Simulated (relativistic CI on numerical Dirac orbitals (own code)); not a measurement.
**In27+: sensitivity of the levels to the model**

Base calculation: Dirac-Coulomb-Breit CI, orbitals from a KLI potential per configuration, model QED (radiative potential, 1s self-energy scaled to tabulated hydrogen-like ionisation energies), unscaled Slater integrals.

Configuration list (outside the closed core [Ne]): 3s2 3p6 3d4, 3s2 3p5 3d5, 3s 3p6 3d5, 3s2 3p6 3d3 4s, 3s2 3p6 3d3 4p, 3s2 3p6 3d3 4d, 3s2 3p6 3d3 4f, 3s2 3p5 3d4 4s, 3s2 3p5 3d4 4p, 3s 3p6 3d4 4s, 3s2 3p6 3d2 4s 4p, 3s2 3p6 3d3 5s, 3s 3p6 3d4 4p, 3p6 3d5 4p, 3s2 3p6 3d3 5p, 3s2 3p6 3d3 5d, 3s 3p6 3d4 4d, 3s2 3p6 3d3 5g, 3s2 3p6 3d3 6s, 3p6 3d6, 3p5 3d7, 3s2 3p6 3d2 4s2, 3s2 3p6 3d 4s2 4p, 3s2 3p6 3d 4s2 4d, 3s2 3p6 3d 4s2 4f, 3p6 3d5 4s, 3p5 3d6 4s, 3s2 3p6 3d2 4p2, 3s2 3p6 3d 4s 4p2, 3s2 3p6 3d 4p3, 3s2 3p6 3d 4p2 4d, 3s2 3p6 3d 4p2 4f, 3s2 3p6 3d2 4s 4d, 3s2 3p6 3d 4s 4p 4d, 3s2 3p6 3d 4s 4d2, 3s2 3p6 3d 4s 4d 4f, 3p6 3d5 4d, 3p5 3d6 4d, 3s2 3p6 3d2 4d2, 3s2 3p6 3d 4p 4d2, 3s2 3p6 3d 4d3, 3s2 3p6 3d 4d2 4f, 3s 3p6 3d3 4s2, 3s 3p6 3d2 4s2 4p, 3s 3p6 3d2 4s2 4d, 3s 3p6 3d2 4s2 4f. Double excitations out of closed p, d and f shells are left out; levels of such configurations are missing from the list, as are those of other unlisted configurations, and high levels can miss mixing partners. These lack a partner that the ground configuration has and come out too high: 3s2 3p5 3d4 4p.

Variants: (1) P86 correlation estimate; (2) QED terms removed; (3) Breit term removed. Shifts of the energy above 3s2 3p6 3d4 5D_0, in cm⁻¹, for the lowest level and the first level of each name with at least 55 % of one term (blank where a level changes its place among those of its configuration and J or its character, or is not in the variant):

| Level | Base | Δ(1) | Δ(2) | Δ(3) |
| --- | --- | --- | --- | --- |
| 3s2 3p6 3d4 5D_0 | 0.0 | 0.0 | 0.0 | 0.0 |
| 3s2 3p6 3d4 5D_1 | 36967.2 | -0.4 | -195.4 | +2463.2 |
| 3s2 3p6 3d4 5D_2 | 64817.9 | -0.4 | -294.2 | +4417.7 |
| 3s2 3p6 3d4 5D_3 | 83913.0 | -0.2 | -327.4 | +5609.0 |
| 3s2 3p6 3d4 3G_3 | 162719.9 | -0.3 | -312.1 | +4947.3 |
| 3s2 3p6 3d4 3F_2 | 167920.8 | 0.0 | -295.0 | +4298.3 |
| 3s2 3p6 3d4 3H_5 | 171401.7 | -2.9 | -380.3 | +8288.1 |
| 3s2 3p6 3d4 3P_1 | 177292.0 | +0.8 | -394.3 | +5175.3 |
| 3s2 3p6 3d4 3H_6 | 183856.1 | -4.1 | -398.3 | +10419.1 |
| 3s2 3p6 3d4 3G_4 | 202496.7 | -0.2 | -406.8 | +8057.6 |
| 3s2 3p6 3d4 3G_5 | 255013.8 | -1.0 | -598.0 | +11094.6 |
| 3s2 3p6 3d4 1I_6 | 264678.0 | -4.4 | -586.7 | +12150.8 |
| 3s2 3p6 3d4 3D_1 | 266414.6 | +3.7 | -540.5 | +6861.5 |
| 3s2 3p6 3d4 1S_0 | 297613.5 | +6.3 | -570.3 | +7907.8 |

At this charge energies of transitions that change n are usually good to better than 1 %, and those within a shell (Δn = 0) to a few per cent. Terms inside the open d or f shell come out 10 to 20 % too wide with unscaled integrals.

Ionisation energy from the two ground configurations alone: base 1496.26 eV; P86 correlation estimate 1498.14 eV; Breit term removed 1497.02 eV. The NIST ASD value (theoretical) is 1496 eV.

LS names give the leading component of a level, which can be under half, so a name can repeat, a term be missing and a line seem to break the LS rules.
